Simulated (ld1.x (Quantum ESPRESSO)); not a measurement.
# What one change does to a pseudopotential (K, TM)

K, norm-conserving Troullier–Martins (Kleinman–Bylander form), made with ld1.x (Quantum ESPRESSO) 7.5 (LDA (PZ), scalar-relativistic). Core [Ar], reference 4s0.5 4p0.5. Waves: 4s (bound): rc 4.20 bohr; 4p (bound): rc 3.85 bohr; 3d channel at 0.2 Ry: rc 4.10 bohr. Local part: all-electron potential smoothed inside 3.15 bohr (lloc = -1). Core correction: a·sin(br)/r model core inside 3.80 bohr.

Change: all radii but the core radius scaled by about 1.29 (s 5.40, p 4.94, d 5.28 bohr); local potential all-electron potential smoothed inside 4.04 bohr (lloc = -1).

Cutoffs: the cutoffs (Ry, on a coarse ladder) from which the occupation-weighted sum of valence levels, in a spherical-Bessel basis at the reference potential, stays within 10 and 1 mRy of its value at 400 Ry; they do not see the model core or the augmentation charge, which bear on the density cutoff. Errors are all-electron minus pseudo energies relative to the spin-unpolarised reference configuration.

Predict the effect on cutoff, ghosts and configuration errors.

Both files are so soft that the ladder of cutoffs tells neither apart; the d channel binds one level more than in the base; of the 5 tests that both files solve, the error grows in 0 and shrinks in 4 by more than 15 % and 0.3 meV (median size 4.1 → 1.0 meV); neither file shows a bound ghost. That the errors move this way runs against the usual rule that smaller radii transfer better.

| quantity | base | changed |
| --- | --- | --- |
| cutoff, loose | 6 Ry | 6 Ry |
| cutoff, tight | 6 Ry | 6 Ry |
| bound ghosts | none | none |
| error for 4s1 4p0, meV [ΔE -0.80 eV] | +3.0 | +0.1 |
| error for 4s0.5 4p0, meV [ΔE 0.91 eV] | +0.3 | +0.6 |
| error for 4s0 4p1, meV [ΔE 0.83 eV] | +4.1 | +1.0 |
| error for 4s0.5 4p0.5 (spin-polarised), meV [ΔE -0.11 eV] | +7.3 | +6.1 |
| error for 4s1 4p0 (spin-polarised), meV [ΔE -0.94 eV] | +18 | +12 |
